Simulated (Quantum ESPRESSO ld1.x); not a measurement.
Values are calculated unless marked as measured or tabulated.
The run below uses ld1.x (Quantum ESPRESSO 7.5).

```
 &input
    zed=31.0,
    iswitch=1,
    rel=0,
    dft='PBE',
    config='[Ne] 3s2 3p5 3d9 4d1 4s0 4p0 4f0 5d0',
    verbosity='high',
    prefix='ld1',
    max_out_wfc=37,
    file_charge='ld1.rho',
 /
```

Command: `OMP_NUM_THREADS=1 ld1.x < ld1.in > ld1.out`

It prints (banner and zero overlaps left out):

```
     Program LD1 v.7.5 starts

     --------------------------- All-electron run ----------------------------

     atomic number is 31.00
     dft =PBE   lsd =0 sic =0 latt =0  beta=0.20 tr2=1.0E-14
     Exchange-correlation= PBE
                           (   1   4   3   4   0   0   0)
     mesh =1881 r(mesh) = 100.08430 a.u. xmin = -7.00 dx = 0.00800
     1 Ry =  13.60569312 eV

     n l     nl                  e(Ry)          e(Ha)          e(eV)
     1 0     1S 1( 2.00)    -747.693804789    -373.846902395 -10172.8924579
     2 0     2S 1( 2.00)     -96.267533619     -48.133766809  -1309.7865201
     2 1     2P 1( 6.00)     -85.972269092     -42.986134546  -1169.7123104
     3 0     3S 1( 2.00)     -15.892169970      -7.946084985   -216.2239877
     3 1     3P 1( 5.00)     -12.513220501      -6.256610251   -170.2510381
     3 2     3D 1( 9.00)      -6.653680492      -3.326840246    -90.5279349
     4 2     4D 1( 1.00)      -2.138285718      -1.069142859    -29.0928593
     4 0     4S 1( 0.00)      -4.112730490      -2.056365245    -55.9565489
     4 1     4P 1( 0.00)      -3.308456954      -1.654228477    -45.0138500
     4 3     4F 1( 0.00)      -1.305708492      -0.652854246    -17.7650690
     5 2     5D 1( 0.00)      -1.127537479      -0.563768740    -15.3409289

     final scf error:  4.0E-15 reached in  35 iterations

     Etot =   -3830.242345 Ry,   -1915.121172 Ha,  -52113.101928 eV

     Ekin =    3827.906370 Ry,    1913.953185 Ha,   52081.319376 eV
     Encl =   -9027.232024 Ry,   -4513.616012 Ha, -122821.748668 eV
     Eh   =    1513.420493 Ry,     756.710247 Ha,   20591.134798 eV
     Exc  =    -144.337184 Ry,     -72.168592 Ha,   -1963.807434 eV

     normalization and overlap integrals

     s(1S/1S) =  1.000000  <r> =   0.0494  <r2> =    0.0033  r(max) =   0.0325
     s(2S/2S) =  1.000000  <r> =   0.2214  <r2> =    0.0578  r(max) =   0.1860
     s(2P/2P) =  1.000000  <r> =   0.1921  <r2> =    0.0452  r(max) =   0.1475
     s(3S/3S) =  1.000000  <r> =   0.6512  <r2> =    0.4876  r(max) =   0.5701
     s(3P/3P) =  1.000000  <r> =   0.6652  <r2> =    0.5181  r(max) =   0.5655
     s(3D/3D) =  1.000000  <r> =   0.7089  <r2> =    0.6223  r(max) =   0.5179
     s(4D/4D) =  1.000000  <r> =   2.5366  <r2> =    7.3250  r(max) =   2.2933
     s(4S/4S) =  1.000000  <r> =   1.7598  <r2> =    3.4894  r(max) =   1.5746
     s(4P/4P) =  1.000000  <r> =   1.9618  <r2> =    4.3543  r(max) =   1.7472
     s(4F/4F) =  1.000000  <r> =   3.4913  <r2> =   13.6853  r(max) =   3.0833
     s(5D/5D) =  1.000000  <r> =   4.8842  <r2> =   27.0542  r(max) =   4.9432

     ------------------------ End of All-electron run ------------------------
```

Run on one thread of a shared host, so times are rough (Intel(R) Xeon(R) Processor @ 2.60GHz): 0.64 s of CPU time, 0.66 s wall, 35 iterations on 1881 mesh points.
